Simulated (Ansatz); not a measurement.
Gas-phase electronic energies from Ansatz, PBE0-D4/def2-TZVP geometries. CBS: MP2 limit from def2 TZ/QZ plus the TZ coupled-cluster correction, frozen cores. def2 core potentials past Kr. For Se, Sn outer-core shells are correlated without core-valence functions, which leaves a few kJ/mol of doubt a bond. Scalar relativity is left out up to krypton. Each species was taken in one conformer, which may not be the lowest.

`CC[O][SnH]([CH3])[F]` + `N=C[SeH]` → `CC[Se]C=N` + `[CH3][SnH]([OH])[F]`  (substitution at a C–O bond)

| species | MP2/def2-QZVPP energy (Eh) |
| --- | --- |
| `CC[O][SnH]([CH3])[F]` | -508.31533 |
| `N=C[SeH]` | -2494.93320 |
| `CC[Se]C=N` | -2573.40898 |
| `[CH3][SnH]([OH])[F]` | -429.86395 |

(1) Work out ΔE.

Largest T1 diagnostic among the species: 0.013.

Results:

(1) ΔE = (-2573.40898) + (-429.86395) − (-508.31533) − (-2494.93320) = -0.02440 Eh = -0.66 eV. CCSD(T)/CBS gives -0.57 eV.

In def2-TZVPP, CCSD(T) changes the Hartree–Fock value by −0.16 eV (the triples alone add −0.03 eV) and MP2 by −0.26 eV.
